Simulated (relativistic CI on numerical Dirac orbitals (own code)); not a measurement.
# V²⁺ in a cubic cluster: L2,3 absorption with charge transfer

Computed with a charge-transfer multiplet model of a cubic metal-ligand cluster with up to one ligand hole, Slater and spin-orbit integrals from Dirac-Coulomb-Breit ions, Slater integrals scaled by 0.8. The ground state mixes d3 with configurations of k ligand holes L, whose averages lie at kΔ + k(k − 1)U_dd/2; a core hole lowers each added d electron by U_cd. 20 K, Lorentzian 0.4 eV and Gaussian 0.3 eV FWHM.

Atomic integrals in eV (Slater integrals scaled, ζ unscaled), ground: F2dd 7.134, F4dd 4.434, zeta_d 0.019; with the core hole: F2dd 7.850, F4dd 4.885, zeta_d 0.030, zeta_core 4.613, F2cd 4.315, G1cd 3.109, G3cd 1.763.

Cluster parameters (eV): U_dd = 4.6, U_cd = 5.6, 10Dq = 0.5, 10Dq(ligand) = 0.5, V(eg) = 1.5, V(t2g) = -0.79, final-state hopping factor = 0.8.

| Case | n_d | d3 | d4L | S |
| --- | --- | --- | --- | --- |
| Δ = 6.6 eV | 3.15 | 0.85 | 0.15 | 1.50 |
| Δ = 7.6 eV | 3.12 | 0.88 | 0.12 | 1.50 |
| Δ = 9.6 eV | 3.09 | 0.91 | 0.09 | 1.50 |

Weights, n_d and S are thermal averages at 20 K. Photon energies count from the first peak over 30 % of the highest in each spectrum, which can be another peak from case to case. The parameters are a model scan and need not match a compound or its usual spin state. Peaks in eV (height, largest 100):
- Δ = 6.6 eV: 0.0 (100), 2.7 (21), 5.2 (41), 6.2 (49), 7.7 (56)
- Δ = 7.6 eV: 0.0 (100), 2.6 (21), 5.2 (44), 6.1 (48), 7.5 (56)
- Δ = 9.6 eV: 0.0 (100), 2.5 (21), 5.1 (43), 6.1 (49), 7.6 (57)

For the case Δ = 7.6 eV, Δ = 7.6 eV is larger than U_dd = 4.6 eV, the Mott-Hubbard side of the Zaanen-Sawatzky-Allen scheme. With the core hole the configuration with one ligand hole lies at Δ + U_dd − U_cd = 5.6, 6.6, 8.6 eV from the one without, in the order of the table; where this is negative the screened configuration lies lower.

With at most 1 ligand hole the space is cut while the next configuration still counts, so covalency is underestimated, and a final configuration with one more ligand hole, which can lie low, is missing from the spectra.
